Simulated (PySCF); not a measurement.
## 3-methoxyphenylboronic acid (c1c(OC)cccc1B(O)O, C$_{7}$H$_{9}$BO$_{3}$)

Cartesian coordinates in Å; atom numbers follow the order of the lines, from 1:
```xyz
20

C    -3.4501    0.4301   -0.0110
O    -2.1339    0.8971    0.0698
C    -1.1306   -0.0014    0.1678
C    -1.3077   -1.3884    0.1843
C    -0.1917   -2.2219    0.2956
C     1.0894   -1.6935    0.3897
C     1.2836   -0.3014    0.3671
B     2.7352    0.2927    0.4608
O     3.0270    1.6032    0.2124
O     3.7566   -0.5380    0.7975
C     0.1638    0.5252    0.2584
H    -3.6125   -0.1927   -0.9088
H    -3.7350   -0.1557    0.8811
H    -4.0958    1.3152   -0.0738
H    -2.3032   -1.8278    0.1137
H    -0.3397   -3.3047    0.3095
H     1.9557   -2.3516    0.4814
H     2.2630    2.1126   -0.0718
H     4.5992   -0.0710    0.8055
H     0.2453    1.6169    0.2530
```

Method used: quadratic response CAM-B3LYP/def2-SVPD first hyperpolarisability, Taylor convention, gas phase (PySCF). Geometry: PBE0-D3(BJ)/def2-SVP.

Give the tensor of the second harmonic β(−2ω;ω,ω) at 1064 nm in the axes of these coordinates.

In au, Taylor convention; rows are the first index (the induced dipole):
|  | xx | yy | zz | xy | xz | yz |
| --- | --- | --- | --- | --- | --- | --- |
| x | -219.9 | -74.2 | +15.1 | +4.9 | -7.6 | -2.3 |
| y | +3.1 | +48.0 | +25.6 | -87.9 | -1.6 | -6.8 |
| z | -8.0 | -5.9 | +4.9 | -1.9 | +16.4 | +25.4 |

Norm of βᵢ = ⅓ Σⱼ (βᵢⱼⱼ + βⱼᵢⱼ + βⱼⱼᵢ): 297.7 au, hyper-Rayleigh value 117.1 au.
